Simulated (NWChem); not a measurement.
System: CCl2, singlet; SMILES [C](Cl)Cl

Input file for NWChem:

```
start job
memory heap 200 mb stack 900 mb global 1100 mb
geometry units angstroms
  Cl    -1.391262    -0.156521     0.019039
  C     -0.013027     0.790078     0.000126
  Cl     1.395620    -0.111141    -0.019080
end
basis spherical
  * library 6-31g*
end
dft
  xc xpbe96 cpbe96
  iterations 150
end
task dft hessian
driver
  maxiter 150
  inhess 2
end
task dft optimize
```

Output (shortened):

```
             Northwest Computational Chemistry Package (NWChem) 7.3.0
             --------------------------------------------------------

 C2V symmetry detected

                             Geometry "geometry" -> ""
                             -------------------------

 Output coordinates in angstroms (scale by  1.889725989 to convert to a.u.)

  No.       Tag          Charge          X              Y              Z
 ---- ---------------- ---------- -------------- -------------- --------------
    1 Cl                  17.0000     1.39375605     0.00000000    -0.13860512
    2 C                    6.0000     0.00000000     0.00000000     0.78542900
    3 Cl                  17.0000    -1.39375605     0.00000000    -0.13860512

 Effective nuclear repulsion energy (a.u.)     119.4186658825

      Symmetry information
      --------------------

 Group name             C2v
 Group number             16
 Group order               4
 No. of unique centers     2

                                Z-matrix (autoz)
                                --------

 Units are Angstrom for bonds and degrees for angles

      Type          Name      I     J     K     L     M      Value
      ----------- --------  ----- ----- ----- ----- ----- ----------
    1 Stretch                  1     2                       1.67224
    2 Stretch                  2     3                       1.67224
    3 Bend                     1     2     3               112.91274

  pbe96 is a nonlocal functional; adding pw91lda local functional.

                              NWChem Analytic Hessian
                              -----------------------

 Summary of "ao basis" -> "ao basis" (spherical)
 ------------------------------------------------------------------------------
       Tag                 Description            Shells   Functions and Types
 ---------------- ------------------------------  ------  ---------------------
 Cl                          6-31g*                  8       18   4s3p1d
 C                           6-31g*                  6       14   3s2p1d

  ncent_ecp
  NO ECPs here                  566
  HESS GRID fine

                                 NWChem DFT Module
                                 -----------------

            General Information
            -------------------
          SCF calculation type: DFT
          Wavefunction type:  closed shell.
          No. of atoms     :     3
          No. of electrons :    40
           Alpha electrons :    20
            Beta electrons :    20
          Charge           :     0
          Spin multiplicity:     1
          Use of symmetry is: off; symmetry adaption is: off
          Maximum number of iterations: 150
          AO basis - number of functions:    50
                     number of shells:    22
          Convergence on energy requested:  1.00D-07
          Convergence on density requested:  1.00D-05
          Convergence on gradient requested:  1.00D-06

              XC Information
              --------------
          PerdewBurkeErnzerhof Exchange Functional  1.000
            Perdew 1991 LDA Correlation Functional  1.000 local
           PerdewBurkeErnz. Correlation Functional  1.000 non-local

             Grid Information
             ----------------
          Grid used for XC integration:  fine
          Radial quadrature: Mura-Knowles
          Angular quadrature: Lebedev.
          Tag              B.-S. Rad. Rad. Pts. Rad. Cut. Ang. Pts.
          ---              ---------- --------- --------- ---------
          Cl                  1.00      123          11.0       770
          C                   0.70       70           8.0       590
          Grid pruning is: on
          Number of quadrature shells:   316
          Spatial weights used:  Erf1

      Superposition of Atomic Density Guess
      -------------------------------------

 Sum of atomic energies:        -956.56141958

      Non-variational initial energy
      ------------------------------

 Total energy =    -957.229417
 1-e energy   =   -1558.614284
 2-e energy   =     481.966201
 HOMO         =      -0.219937
 LUMO         =      -0.041212

   convergence    iter        energy       DeltaE   RMS-Dens  Diis-err
 ---------------- ----- ----------------- --------- --------- ---------
 d= 0,ls=0.0,diis     1   -957.8346099887 -1.08D+03  3.52D-02  7.02D-01
 d= 0,ls=0.0,diis     2   -957.4123576931  4.22D-01  2.69D-02  3.93D+00
 d= 0,ls=0.0,diis     3   -957.9174750699 -5.05D-01  5.87D-03  3.85D-02
 d= 0,ls=0.0,diis     4   -957.9219557756 -4.48D-03  1.86D-03  9.50D-03
 d= 0,ls=0.0,diis     5   -957.9233007871 -1.35D-03  2.07D-04  9.00D-05
  Resetting Diis
 d= 0,ls=0.0,diis     6   -957.9233139094 -1.31D-05  2.38D-05  1.34D-06
 d= 0,ls=0.0,diis     7   -957.9233140948 -1.85D-07  7.41D-06  3.44D-08
 d= 0,ls=0.0,diis     8   -957.9233140969 -2.10D-09  3.32D-06  2.08D-08

         Total DFT energy =     -957.923314096942
      One electron energy =    -1558.497385454176
           Coulomb energy =      542.598256454979
    Exchange-Corr. energy =      -61.442850980275
 Nuclear repulsion energy =      119.418665882530

 Numeric. integr. density =       39.999999709067

                       DFT Final Molecular Orbital Analysis
                       ------------------------------------

 Vector   18  Occ=2.000000D+00  E=-3.233765D-01
              MO Center=  3.7D-07, -1.1D-09, -1.3D-01, r^2= 3.1D+00
   Bfn.  Coefficient  Atom+Function         Bfn.  Coefficient  Atom+Function
  ----- ------------  ---------------      ----- ------------  ---------------
     8      0.540986  1 Cl py                40     -0.540986  3 Cl py
    12      0.275138  1 Cl py                44     -0.275138  3 Cl py
     4     -0.210024  1 Cl py                36      0.210024  3 Cl py

 Vector   19  Occ=2.000000D+00  E=-2.964545D-01
              MO Center=  3.1D-07,  1.1D-09, -1.0D-01, r^2= 3.2D+00
   Bfn.  Coefficient  Atom+Function         Bfn.  Coefficient  Atom+Function
  ----- ------------  ---------------      ----- ------------  ---------------
     7      0.410260  1 Cl px                39      0.410260  3 Cl px
     9      0.378062  1 Cl pz                41     -0.378062  3 Cl pz
    11      0.212553  1 Cl px                43      0.212553  3 Cl px
    13      0.194353  1 Cl pz                45     -0.194353  3 Cl pz
     3     -0.157261  1 Cl px                35     -0.157261  3 Cl px

[...]

      ----------------------
      Optimization converged
      ----------------------

  Step       Energy      Delta E   Gmax     Grms     Xrms     Xmax
  ---- ---------------- -------- -------- -------- -------- --------
@    4    -957.92998390 -7.1D-10  0.00000  0.00000  0.00005  0.00009
                                     ok       ok       ok       ok

                                Z-matrix (autoz)
                                --------

 Units are Angstrom for bonds and degrees for angles

      Type          Name      I     J     K     L     M      Value     Gradient
      ----------- --------  ----- ----- ----- ----- ----- ---------- ----------
    1 Stretch                  1     2                       1.76334    0.00000
    2 Stretch                  2     3                       1.76334    0.00000
    3 Bend                     1     2     3               109.14570   -0.00000

                         Geometry "geometry" -> "geometry"
                         ---------------------------------

 Output coordinates in angstroms (scale by  1.889725989 to convert to a.u.)

  No.       Tag          Charge          X              Y              Z
 ---- ---------------- ---------- -------------- -------------- --------------
    1 Cl                  17.0000     1.43686064     0.00000000    -0.17130999
    2 C                    6.0000     0.00000000     0.00000000     0.85083874
    3 Cl                  17.0000    -1.43686064     0.00000000    -0.17130999

 Effective nuclear repulsion energy (a.u.)     114.4378737502

      Symmetry information
      --------------------

 Group name             C2v
 Group number             16
 Group order               4
 No. of unique centers     2

                Final and change from initial internal coordinates
                --------------------------------------------------

                                Z-matrix (autoz)
                                --------

 Units are Angstrom for bonds and degrees for angles

      Type          Name      I     J     K     L     M      Value       Change
      ----------- --------  ----- ----- ----- ----- ----- ---------- ----------
    1 Stretch                  1     2                       1.76334    0.09109
    2 Stretch                  2     3                       1.76334    0.09109
    3 Bend                     1     2     3               109.14570   -3.76703

 ==============================================================================
                                internuclear distances
 ------------------------------------------------------------------------------
       center one      |      center two      | atomic units |  angstroms
 ------------------------------------------------------------------------------
    2 C                |   1 Cl               |     3.33222  |     1.76334
    3 Cl               |   2 C                |     3.33222  |     1.76334
 ------------------------------------------------------------------------------
                         number of included internuclear distances:          2
 ==============================================================================
```

Level: PBE/6-31G* (spherical d). Low-valent species are run as closed-shell singlets; no triplet was tried in these runs.
